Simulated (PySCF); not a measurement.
Species: C6H4F3O (charge +1).
SMILES with atom numbers: `[F:1][C:2]([F:3])([F:4])[c:5]1[cH:6][cH:7][cH:8][cH:9][o+:10]1` (hydrogens: H11 on C6; H12 on C7; H13 on C8; H14 on C9)

Level: CAM-B3LYP/def2-SVPD in PySCF, non-relativistic, on one gas-phase PBE0-D3(BJ)/def2-SVP geometry that isn't relaxed in the solvent. The solvent is an IEF-PCM continuum (Bondi radii, 1.10 Å for H, scaled by 1.2), and excitations are vertical TDDFT with non-equilibrium linear response and a frozen core. The model holds no explicit solvent molecules, cavitation or dispersion.

Gas-phase singlets (H = HOMO, L = LUMO):

```
state  E (eV)  λ (nm)      f          leading configurations
   S1   5.260     236  0.176                         H→L 94%
   S2   6.111     203  0.004            H-2→L 79%, H-4→L 17%
   S3   6.375     194  0.006            H-1→L 65%, H→L+1 34%
   S4   6.912     179  0.000  H-4→L 73%, H-2→L 13%, H-7→L 9%
   S5   7.477     166  0.503            H→L+1 63%, H-1→L 33%
```

Question: What are the lowest 5 singlets in acetone (ε = 20.49)?

Answer: 
| state | E (eV) | λ (nm) | f | leading configurations | change by rank (eV) |
| --- | --- | --- | --- | --- | --- |
| S1 | 5.207 | 238 | 0.213 | H→L 95% | -0.053 |
| S2 | 6.173 | 201 | 0.004 | H-2→L 94% | +0.062 |
| S3 | 6.298 | 197 | 0.015 | H-1→L 69%, H→L+1 30% | -0.077 |
| S4 | 7.029 | 176 | 0.000 | H-3→L 88% | +0.117 |
| S5 | 7.316 | 169 | 0.592 | H→L+1 68%, H-1→L 28% | -0.161 |

Question: What are the lowest 5 singlets in water (ε = 78.36)?

Answer: 
| state | E (eV) | λ (nm) | f | leading configurations | change by rank (eV) |
| --- | --- | --- | --- | --- | --- |
| S1 | 5.212 | 238 | 0.211 | H→L 95% | -0.048 |
| S2 | 6.175 | 201 | 0.004 | H-2→L 94% | +0.064 |
| S3 | 6.297 | 197 | 0.015 | H-1→L 69%, H→L+1 30% | -0.078 |
| S4 | 7.033 | 176 | 0.000 | H-3→L 89% | +0.121 |
| S5 | 7.324 | 169 | 0.587 | H→L+1 68%, H-1→L 28% | -0.153 |

Question: The ground-state energy changes by -2.549 eV from gas to water. By how much does the total energy of gas-phase S1 change?

Answer: E(S1) = E(S0) + excitation energy, so it changes by -2.549 − 0.048 = -2.597 eV: it is lowered more than the ground state, which is what a red shift means. This is the vertical state, with the slow part of the continuum still set for S0.

Question: How do the frontier levels move from gas to water?

Answer: 
```csv
orbital,gas (eV),solvent (eV),change (eV)
LUMO+2,-3.08,1.09,+4.17
LUMO+1,-5.76,-1.10,+4.66
LUMO,-7.30,-2.65,+4.65
HOMO,-15.57,-10.93,+4.64
HOMO-1,-16.89,-12.16,+4.73
HOMO-2,-17.34,-12.96,+4.38
HOMO-3,-17.96,-13.61,+4.35
```

The HOMO–LUMO gap goes from 8.27 to 8.28 eV. Rows go by rank; for HOMO-3, HOMO-2 and LUMO+2 the atom shares or the degeneracy differ between the runs, so the row needn't follow one orbital.

The values belong to the conformer `[F:1][C:2]([F:3])([F:4])[c:5]1[cH:6][cH:7][cH:8][cH:9][o+:10]1`: F1–C2–C5–C6 -54°.
